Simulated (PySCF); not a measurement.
Sn(H)2(Me)(NH2) (CH7NSn), SMILES [CH3][SnH2][NH2]. Heavy atoms are numbered as in [SnH2:1]([CH3:2])[NH2:3]. Hydrogens are named by the atom that carries them.

The structure is a stationary point at PBE-D3(BJ)/def2-SVP. The def2 effective core potentials stand for the cores of Sn; spin–orbit coupling is left out. The values are those of a single conformer.

These are PBE0/def2-TZVPD (PySCF) values and carry that method's errors.

Mulliken values depend strongly on the basis, most of all with diffuse functions as here. ESP charges are fitted to the potential on shells at 1.4 to 2.0 van der Waals radii. Atomic charges (e), one atom of each kind:

```json
[
 {"atom": "Sn1 (SnH2)", "Mulliken": "0.58", "ESP fit": "0.81"},
 {"atom": "C2 (CH3)", "Mulliken": "-0.87", "ESP fit": "-0.92"},
 {"atom": "N3 (NH2)", "Mulliken": "-0.72", "ESP fit": "-0.93"},
 {"atom": "H on Sn1", "Mulliken": "-0.04", "ESP fit": "-0.15"},
 {"atom": "H on C2", "Mulliken": "0.22", "ESP fit": "0.23"},
 {"atom": "H on N3", "Mulliken": "0.21", "ESP fit": "0.32"}
]
```
